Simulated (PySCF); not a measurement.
Geometry:
```tsv
atom	x (Å)	y (Å)	z (Å)
C1	-2.672	-0.020	0.727
C2	-1.234	0.124	0.286
O3	-0.738	1.155	-0.092
O4	-0.604	-1.048	0.372
C5	0.747	-1.173	0.018
C6	1.652	-0.231	0.130
C7	2.111	1.103	0.465
C8	3.006	0.261	-0.020
H9	-2.902	-1.060	0.934
H10	-2.829	0.579	1.621
H11	-3.324	0.363	-0.054
H12	0.951	-2.169	-0.340
H13	1.834	2.066	0.818
H14	4.001	0.050	-0.328
```

- GFN2-xTB structure
- NMR shieldings at PBE0/pcSseg-1/GIAO
- run in PySCF 2.14.0 with density-fitted response routines
- a single conformation, no solvent, non-relativistic Hamiltonian, fast rotation and ring inversion assumed for equivalent nuclei

Shifts are taken against calculated references (same method and geometry level): 13C (186.93 ppm) vs TMS.

Do the 13C shifts follow the atomic charges (in e)? Tabulate both.

Answers


```tsv
atoms	hybridisation	δ (ppm)	σ para (ppm)	Hirshfeld	IAO	Mulliken	ESP-fitted
C2	sp2	174.3	-239	+0.21	+0.53	+0.39	+0.85
C7	sp2	145.1	-207	-0.00	-0.08	-0.00	-0.08
C8	sp2	131.8	-208	-0.01	-0.11	-0.07	-0.28
C6	sp2	112.9	-176	-0.03	-0.00	-0.01	+0.20
C5	sp2	108.9	-171	-0.06	-0.10	+0.13	-0.38
C1	sp3	23.9	-86	-0.13	-0.48	-0.25	-0.70
```

Correlation coefficients of δ with charge over these carbons: Hirshfeld +0.83, IAO +0.86, Mulliken +0.80, ESP-fitted +0.80; with the paramagnetic shielding -0.99. Among the 5 sp2 carbons alone: Hirshfeld +0.92, IAO +0.79, Mulliken +0.65, ESP-fitted +0.75. With so few points, grouped by hybridisation, these coefficients are fragile. Charge is one influence among several: hybridisation and low-lying excitations act through the paramagnetic term.

Shifts are as computed. Against solution values, carbons near 30 ppm lie about +3 ppm off and those near 130 ppm about +5 ppm. Of 1211 compounds with measured shifts, 218 miss one by over three times the rms of a fit or turn the order of signals round; such compounds aren't used in these exercises.
